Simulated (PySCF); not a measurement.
Ionisation energy of Rh⁴⁴⁺ by level of theory

Rh⁴⁴⁺ 1s1 (2S) → Rh⁴⁵⁺ (bare nucleus), as a difference of total energies. All numbers are calculated (PySCF 2.14, scalar relativity by spin-free X2C-1e, in an even-tempered Gaussian basis (17 s from 79 bohr⁻², ratio 2.2; 7 p from 120 bohr⁻², ratio 2.4; 4 d from 360 bohr⁻², ratio 2.4; 3 f from 540 bohr⁻², ratio 2.4; 3 g from 810 bohr⁻², ratio 2.4)). The calculations carry no spin-orbit coupling.

| method | ionisation energy (eV) |
| --- | --- |
| UHF | 28336.2 |
| LDA | 28281.7 |
| PBE | 28331.3 |
| r2SCAN | 28337.8 |
| TPSSh | 28337.5 |

**Question.** Estimate what revPBE gives.

**Answer.** 28337.3 eV, closest to TPSSh among the rows shown.

**Question.** Estimate what PBE0 gives.

**Answer.** 28332.6 eV, closest to PBE among the rows shown.

For one electron Hartree-Fock is exact for this Hamiltonian up to the basis; QED and nuclear recoil make up the gap, and the density functionals add self-interaction.

For comparison: 28312.0 eV (theoretical estimate listed by NIST; NIST Atomic Spectra Database, ionization energies).
